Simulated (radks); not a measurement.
Effect of the nuclear size on neutral tin, [Kr] 4d10 5s2 5p2. All-electron calculation, Dirac Kohn-Sham, PBE, spin-unpolarised, spherical densities, finite nucleus; open shells fill j = l - 1/2 first; Fermi nuclear charge, rms radius 4.6519 fm. Program: a radial shooting solver on a logarithmic mesh with Libxc functionals. The rms radius is varied about that value; shifts are against it.

rms radius (fm) = 3.8471: total energy shift (eV) -1.31; density at nucleus (e/bohr^3) 1.968e+05; 1s1/2 shift (meV) -549; 2s1/2 shift (meV) -62.8; 3p1/2 shift (meV) 0.715; 4s1/2 shift (meV) -2.33; 4p1/2 shift (meV) 0.201; 5s1/2 shift (meV) -0.198
rms radius (fm) = 4.2053: total energy shift (eV) -0.752; density at nucleus (e/bohr^3) 1.941e+05; 1s1/2 shift (meV) -315; 2s1/2 shift (meV) -36.1; 3p1/2 shift (meV) 0.411; 4s1/2 shift (meV) -1.34; 4p1/2 shift (meV) 0.115; 5s1/2 shift (meV) -0.114
rms radius (fm) = 4.6519: total energy shift (eV) 0; density at nucleus (e/bohr^3) 1.911e+05; 1s1/2 shift (meV) 0.000; 2s1/2 shift (meV) 0.000; 3p1/2 shift (meV) 0.000; 4s1/2 shift (meV) 0.000; 4p1/2 shift (meV) 0.000; 5s1/2 shift (meV) 0.000
rms radius (fm) = 4.8798: total energy shift (eV) 0.408; density at nucleus (e/bohr^3) 1.897e+05; 1s1/2 shift (meV) 171; 2s1/2 shift (meV) 19.6; 3p1/2 shift (meV) -0.223; 4s1/2 shift (meV) 0.728; 4p1/2 shift (meV) -0.063; 5s1/2 shift (meV) 0.062
rms radius (fm) = 5.1357: total energy shift (eV) 0.887; density at nucleus (e/bohr^3) 1.883e+05; 1s1/2 shift (meV) 372; 2s1/2 shift (meV) 42.6; 3p1/2 shift (meV) -0.484; 4s1/2 shift (meV) 1.58; 4p1/2 shift (meV) -0.136; 5s1/2 shift (meV) 0.134

Slopes of the eigenvalues against <r^2> in GHz/fm^2, as finite differences over the two radii next to the reference (eigenvalue slopes, not the field-shift constants of lines): 1s1/2 19200, 2s1/2 2200, 3p1/2 -25.0, 4s1/2 81.6, 4p1/2 -7.03, 5s1/2 6.93.
